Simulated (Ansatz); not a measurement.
Born–Oppenheimer molecular dynamics of H$_{7}$N$_{3}$Si (11 atoms, charge 0, multiplicity 1). It goes on from the last frame of an earlier run, with new velocities.

Level of theory: RKS PBE-D4/6-31G* in Ansatz 0.2.0.

```
ensemble                      : NVE (Milne-controlled integrator)
time step                     : 1 fs
steps asked                   : 100
starting velocities drawn for : 300 K
masses                        : H 2.014 u
seed                          : 346745
```

First frame:

```xyz
11
Properties=species:S:1:pos:R:3
Si -0.017 0.009 -0.064
H 0.059 -0.092 1.406
N 1.662 0.134 -0.482
H 2.405 -0.325 0.039
H 2.062 0.331 -1.363
N -0.763 1.366 -0.753
H -1.735 1.427 -0.464
H -0.239 2.229 -0.688
N -1.040 -1.301 -0.641
H -0.898 -2.253 -0.183
H -1.011 -1.422 -1.662
```

Task: How far do the bonds stretch over the last three quarters of this one trajectory? (Pairs bonded in most of those frames.)

Result: 
```csv
bond,mean (Å),spread (Å),shortest,longest
Si1–H2,1.511,0.045,1.45,1.57
Si1–N3,1.741,0.036,1.69,1.80
Si1–N6,1.748,0.031,1.68,1.79
Si1–N9,1.738,0.021,1.70,1.78
N3–H4,1.020,0.021,0.98,1.06
N3–H5,1.022,0.022,0.99,1.07
N6–H7,1.020,0.014,0.99,1.04
N6–H8,1.022,0.009,1.01,1.04
N9–H10,1.021,0.025,0.97,1.07
N9–H11,1.023,0.028,0.98,1.07
```

Mean temperature of the second half: 232 K. The conserved energy stayed within 0.082 meV per atom of its start (net change -0.012 meV per atom), so the integration is sound. A run of 0.1 ps of so small a system gives no equilibrium averages.

Run time: 4.5 min on 1 thread of Arm Neoverse V1, on a shared host, peak memory 0.11 GiB.
